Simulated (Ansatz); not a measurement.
Harmonic frequencies (cm⁻¹) at PBE0-D4/def2-TZVP from Ansatz: 171, 210, 311, 363, 381, 408, 727, 802, 843, 886, 957, 1006, 1058, 1097, 1140, 1158, 1194, 1322, 1361, 1408, 1472, 1490, 1510, 2588, 2678, 3052, 3090, 3125, 3135, 3178.

Problem. Which molecule is it?
A. `CB1OC1C`
B. `BC1(C)CO1`
C. `CB(C)C=O`
D. `CB/C=C/O`

Solution. B.
